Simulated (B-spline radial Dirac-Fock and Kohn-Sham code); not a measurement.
**Dipole and non-dipole photoemission parameters of Ta⁺ 5p1/2**

System: the Ta⁺ ion in the configuration [Xe] 4f14 5d3 6s1; threshold 58.45 eV (orbital energy of the model). Method: Dirac-Hartree-Slater photoionisation with a Latter tail; cross sections with all multipoles, angular parameters from the dipole term and its interference with E2. Computed with a radial B-spline solver.

For linearly polarised light dσ/dΩ = σ/(4π) [1 + β P₂(cos θ) + (δ + γ cos²θ) sin θ cos φ], with θ from the polarisation vector and φ the angle between the beam and the projection of the electron momentum on the plane normal to the polarisation.

| hν (eV) | σ (kb) | β | γ | δ |
| --- | --- | --- | --- | --- |
| 80 | 705 | 1.870 | 0.136 | -0.014 |
| 100 | 310 | 1.486 | 0.367 | -0.027 |
| 115 | 188 | 1.134 | 0.436 | -0.031 |
| 134 | 114 | 0.702 | 0.412 | -0.026 |
| 136 | 109 | 0.660 | 0.403 | -0.025 |
| 190 | 48.3 | -0.017 | 0.080 | 0.014 |
| 208 | 41.4 | -0.051 | 0.004 | 0.024 |
| 245 | 33.1 | 0.044 | -0.063 | 0.038 |
| 249 | 32.5 | 0.062 | -0.064 | 0.039 |
| 308 | 26.0 | 0.366 | -0.008 | 0.044 |
| 335 | 24.0 | 0.500 | 0.038 | 0.042 |
| 346 | 23.3 | 0.551 | 0.058 | 0.041 |
| 623 | ? | ? | ? | ? |
| 748 | 11.1 | 1.399 | 0.373 | 0.010 |
| 800 | 10.3 | 1.440 | 0.371 | 0.008 |
| 1040 | 7.56 | 1.566 | 0.320 | 0.002 |
| 1420 | 5.02 | 1.657 | 0.202 | -0.001 |
| 1486.9 | 4.70 | 1.667 | 0.183 | -0.002 |
| 2000 | 3.03 | 1.707 | 0.064 | -0.003 |
| 2090 | 2.83 | 1.710 | 0.049 | -0.003 |
| 2420 | 2.24 | 1.718 | 0.009 | -0.004 |
| 2870 | 1.68 | 1.719 | -0.016 | -0.005 |
| 4210 | 0.840 | 1.696 | 0.037 | -0.005 |
| 6490 | 0.354 | 1.637 | 0.300 | -0.001 |
| 8800 | 0.183 | 1.579 | 0.603 | 0.006 |
| 8930 | 0.177 | 1.575 | 0.619 | 0.007 |
| 9251.7 | 0.164 | 1.568 | 0.660 | 0.008 |
| 9280 | 0.163 | 1.567 | 0.664 | 0.008 |
| 12000 | 0.0902 | 1.507 | 0.993 | 0.021 |
| 15000 | 0.0527 | 1.448 | 1.314 | 0.039 |

**Question.** Give the values at 623 eV.

**Answer.** σ = 13.5 kb, β = 1.264, γ = 0.353, δ = 0.017.
